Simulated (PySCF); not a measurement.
Isomers of C4H10BNO and their computed core-level spectra.

Computed with PySCF, delta-SCF UKS SCAN, pcX-2 on the ionised atom, pcseg-1 elsewhere, spin-free X2C. Geometries: PBE0-D3(BJ)/def2-SVP; isolated species, one conformer each.

Line lists (1s up to Mg, 2p3/2 beyond; areas count atoms within a level, one atom standing for each set equivalent by bonding):
1. B 1s: 195.84 eV; C 1s: 290.26 (area 1), 290.51 (area 1), 291.46 (area 1), 292.18 (area 1) eV; N 1s: 404.67 eV; O 1s: 537.93 eV
2. B 1s: 195.82 eV; C 1s: 290.25 (area 2), 291.70 (area 1), 293.69 (area 1) eV; N 1s: 405.53 eV; O 1s: 537.33 eV
3. B 1s: 195.71 eV; C 1s: 290.09 (area 2), 291.21 (area 1), 293.89 (area 1) eV; N 1s: 405.41 eV; O 1s: 537.14 eV

Structures:
A. `CB(C)N(C)C=O`
B. `CB(C)NC(C)=O`
C. `C=CCOBNC`

Task: Which list belongs to which compound?

Result: 
- 1 = C: no other candidate has these counts of sites. B 1s: 195.84 three-coordinate boron; C 1s: 290.26 terminal =CH2 carbon, 290.51 alkene CH carbon, 291.46 N-methyl carbon, 292.18 sp3 carbon bound to oxygen; N 1s: 404.67 boron-bound nitrogen; O 1s: 537.93 boron-bound oxygen.
- 2 = A: another candidate has the same counts of sites, so positions decide. B 1s: 195.82 three-coordinate boron; C 1s: 290.25 sp3 carbon bound to boron (×2), 291.70 N-methyl carbon, 293.69 amide carbonyl carbon; N 1s: 405.53 amide nitrogen; O 1s: 537.33 amide oxygen.
- 3 = B: another candidate has the same counts of sites, so positions decide. B 1s: 195.71 three-coordinate boron; C 1s: 290.09 sp3 carbon bound to boron (×2), 291.21 methyl carbon next to a carbonyl, 293.89 amide carbonyl carbon; N 1s: 405.41 amide nitrogen; O 1s: 537.14 amide oxygen.

1 of these hole states is spin-contaminated (⟨S²⟩ 0.86, against 0.75; counted from 0.85) and less certain.
